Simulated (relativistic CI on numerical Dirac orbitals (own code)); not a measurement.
# Level scheme of Bi XXXV

Calculated at this level of theory: Dirac-Coulomb-Breit CI, KLI orbitals optimised for each configuration, model QED, unscaled Slater integrals (own radial code, finite nucleus).

Configuration list (outside the closed core [Ar] 3d10): 4s²4p⁶4d¹⁰4f³, 4s²4p⁶4d⁹4f⁴, 4s²4p⁶4d¹⁰4f²5s, 4s²4p⁶4d¹⁰4f²5p, 4s²4p⁵4d¹⁰4f⁴, 4s²4p⁶4d¹⁰4f5s², 4s²4p⁶4d¹⁰4f5s5p, 4s²4p⁶4d¹⁰4f²5d, 4s4p⁶4d¹⁰4f⁴, 4s²4p⁶4d¹⁰4f5p², 4s²4p⁶4d¹⁰4f5s5d, 4s²4p⁶4d⁹4f²5s², 4s²4p⁶4d¹⁰4f²5f, 4s²4p⁶4d¹⁰4f²6s, 4s²4p⁶4d¹⁰4f5d², 4p⁶4d¹⁰4f⁵. Levels of other configurations are missing.

The lowest level is 4s²4p⁶4d¹⁰4f³ ⁴I°9/2, with 73 % of that term; Hund's rules for 4s²4p⁶4d¹⁰4f³ give ⁴I° with J = 9/2, in agreement.

| No. | Configuration | Term | J | E (cm⁻¹) | % | Landé g | jj configuration (%) |
| --- | --- | --- | --- | --- | --- | --- | --- |
| 1 | 4s²4p⁶4d¹⁰4f³ | ⁴I° | 9/2 | 0.0 | 73 | 0.780 | 4f5/2^3 (91) |
| 2 | 4s²4p⁶4d¹⁰4f³ | ⁴I° | 11/2 | 49252.6 | 92 | 0.971 | 4f5/2^2 4f7/2 (97) |
| 3 | 4s²4p⁶4d¹⁰4f³ | ⁴F° | 3/2 | 49323.8 | 48 | 0.712 | 4f5/2^3 (90) |
| 4 | 4s²4p⁶4d¹⁰4f³ | ⁴G° | 5/2 | 75860.2 | 45 | 0.803 | 4f5/2^3 (77) |
| 5 | 4s²4p⁶4d¹⁰4f³ | ²G° | 9/2 | 78837.4 | 35 | 1.005 | 4f5/2^2 4f7/2 (90) |
| 6 | 4s²4p⁶4d¹⁰4f³ | ⁴I° | 13/2 | 82537.3 | 73 | 1.062 | 4f5/2^2 4f7/2 (63) |
| 7 | 4s²4p⁶4d¹⁰4f³ | ⁴F° | 5/2 | 95080.0 | 56 | 0.902 | 4f5/2^2 4f7/2 (90) |
| 8 | 4s²4p⁶4d¹⁰4f³ | ⁴S° | 3/2 | 96262.0 | 48 | 1.426 | 4f5/2^2 4f7/2 (94) |
| 9 | 4s²4p⁶4d¹⁰4f³ | ²G° | 7/2 | 96853.4 | 51 | 1.022 | 4f5/2^2 4f7/2 (96) |
| 10 | 4s²4p⁶4d¹⁰4f³ | ⁴I° | 15/2 | 106612.4 | 47 | 1.108 | 4f5/2^2 4f7/2 (62) |
| 11 | 4s²4p⁶4d¹⁰4f³ | ⁴G° | 7/2 | 115101.0 | 67 | 1.054 | 4f5/2^2 4f7/2 (89) |
| 12 | 4s²4p⁶4d¹⁰4f³ | ²K° | 13/2 | 130695.6 | 69 | 0.982 | 4f5/2 4f7/2^2 (67) |
| 13 | 4s²4p⁶4d¹⁰4f³ | ²H° | 11/2 | 131456.4 | 48 | 1.091 | 4f5/2^2 4f7/2 (66) |
| 14 | 4s²4p⁶4d¹⁰4f³ | ⁴F° | 9/2 | 134035.0 | 49 | 1.161 | 4f5/2 4f7/2^2 (63) |
| 15 | 4s²4p⁶4d¹⁰4f³ | ⁴D° | 1/2 | 135218.7 | 51 | 0.322 | 4f5/2^2 4f7/2 (95) |
| 16 | 4s²4p⁶4d¹⁰4f³ | ⁴D° | 3/2 | 135634.3 | 38 | 1.108 | 4f5/2^2 4f7/2 (73) |
| 17 | 4s²4p⁶4d¹⁰4f³ | ⁴D° | 5/2 | 139503.2 | 41 | 1.160 | 4f5/2^2 4f7/2 (88) |
| 18 | 4s²4p⁶4d¹⁰4f³ | ⁴G° | 9/2 | 151176.4 | 60 | 1.085 | 4f5/2 4f7/2^2 (77) |
| 19 | 4s²4p⁶4d¹⁰4f³ | ²G° | 7/2 | 152797.4 | 46 | 1.037 | 4f5/2 4f7/2^2 (95) |
| 20 | 4s²4p⁶4d¹⁰4f³ | ²L° | 15/2 | 153006.9 | 54 | 1.048 | 4f5/2 4f7/2^2 (39) |
| 21 | 4s²4p⁶4d¹⁰4f³ | ²H° | 11/2 | 159660.0 | 73 | 1.044 | 4f5/2 4f7/2^2 (59) |
| 22 | 4s²4p⁶4d¹⁰4f³ | ²D° | 3/2 | 165534.8 | 37 | 1.185 | 4f5/2 4f7/2^2 (79) |
| 23 | 4s²4p⁶4d¹⁰4f³ | ²D° | 5/2 | 176173.9 | 74 | 1.187 | 4f5/2 4f7/2^2 (93) |
| 24 | 4s²4p⁶4d¹⁰4f³ | ⁴G° | 11/2 | 185326.6 | 53 | 1.126 | 4f5/2 4f7/2^2 (87) |
| 25 | 4s²4p⁶4d¹⁰4f³ | ²H° | 9/2 | 185701.0 | 60 | 1.030 | 4f5/2 4f7/2^2 (66) |
| 26 | 4s²4p⁶4d¹⁰4f³ | ²P° | 1/2 | 190517.1 | 51 | 0.333 | 4f5/2 4f7/2^2 (95) |
| 27 | 4s²4p⁶4d¹⁰4f³ | ⁴D° | 7/2 | 194989.7 | 86 | 1.374 | 4f5/2 4f7/2^2 (63) |
| 28 | 4s²4p⁶4d¹⁰4f³ | ²I° | 13/2 | 196556.3 | 91 | 1.061 | 4f5/2 4f7/2^2 (97) |
| 29 | 4s²4p⁶4d¹⁰4f³ | ²L° | 17/2 | 201951.1 | 100 | 1.055 | 4f5/2 4f7/2^2 (100) |
| 30 | 4s²4p⁶4d¹⁰4f³ | ²D° | 3/2 | 202576.0 | 47 | 1.018 | 4f5/2 4f7/2^2 (87) |

Energies count from the lowest computed level; ° marks odd parity. Filled j subshells are mostly left out of the jj labels.

The mean weight of the leading LS term, summed over parents, in these 30 levels is 59 %, and that of the leading jj configuration (from the same eigenvectors) 81 %, so jj coupling describes them better and the LS labels are nominal.

At this charge energies of transitions that change n are usually good to better than 1 %, and those within a shell (Δn = 0) to a few per cent. Terms inside the open d or f shell come out 10 to 20 % too wide with unscaled integrals.

LS names give the leading component of a level, which can be under half, so a name can repeat, a term be missing and a line seem to break the LS rules.
